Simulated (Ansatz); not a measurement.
The first iterations of a band of BClFH₃O (7 atoms, charge 0, multiplicity 1).

The calculation used RKS BLYP-D4/def2-SVP (Ansatz 0.2.0).

```yaml
movable_images: 5
climbing_image: yes
spring: 5.0 eV/Å²
optimiser: quadratic models (default)
start_path: through a guess of the saddle point
force_threshold: 0.05 eV/Å
iteration_limit: 60
end_points: relaxed
```

Image 0:

```xyz
7
Properties=species:S:1:pos:R:3
B 0.047 0.060 0.226
H 0.403 0.829 1.089
Cl 1.201 -0.130 -1.219
F -1.279 0.029 -0.106
O 0.237 -1.528 0.963
H 0.794 -1.988 0.289
H -0.657 -1.933 0.888
```

Image 6:

```xyz
7
Properties=species:S:1:pos:R:3
B 0.131 -0.712 -0.617
H -0.109 0.501 2.266
Cl 1.356 0.418 -1.215
F -1.165 -0.385 -0.732
O 0.519 -1.883 -0.055
H -0.243 -2.428 0.223
H 0.255 -0.173 2.262
```

| iteration | highest image above the first end (eV) | largest band force component (eV/Å) |
| --- | --- | --- |
| 1 | 5.424 | 33.028 |
| 2 | 1.502 | 4.258 |
| 3 | 1.220 | 7.407 |
| 4 | 1.168 | 1.252 |
| 5 | 0.749 | 1.349 |
| 6 | 0.581 | 0.941 |

Does the band converge within its limit, and where does its top end?

The forces met the threshold. It ended after 18 iterations with the highest image 1.057 eV above the first end. Neighbouring images differ by up to 1.7 eV, so the band resolves the path poorly. A vibrational analysis at the climbing image gives one clearly imaginary mode, 1312i cm⁻¹: a first-order saddle point. The orbitals stay closed-shell, which can raise the energy where a bond breaks towards radicals; this wasn't checked here.

Run time: 3 min on 1 thread of Arm Neoverse V1, with other jobs on the host, peak memory 0.15 GiB.
